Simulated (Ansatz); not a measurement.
`CNBCl`, charge 0, multiplicity 1.

Task: Give a relaxed structure at PBE0-D4/def2-TZVP (Ansatz 0.2.0). (An estimate is asked.)

Result: Computed: 
Z-matrix (Å, degrees):
```
C
N 1 1.444
H 1 1.094 2 111.4
H 1 1.094 2 111.4 3 121.0
H 1 1.090 2 109.2 3 -119.5
B 2 1.381 1 125.9 3 119.4
H 2 1.009 1 115.0 3 -60.6
Cl 6 1.771 2 119.6 1 -180.0
H 6 1.192 2 121.5 1 0.0
```
Point group Cs.
This is one stationary point; other conformers may exist.
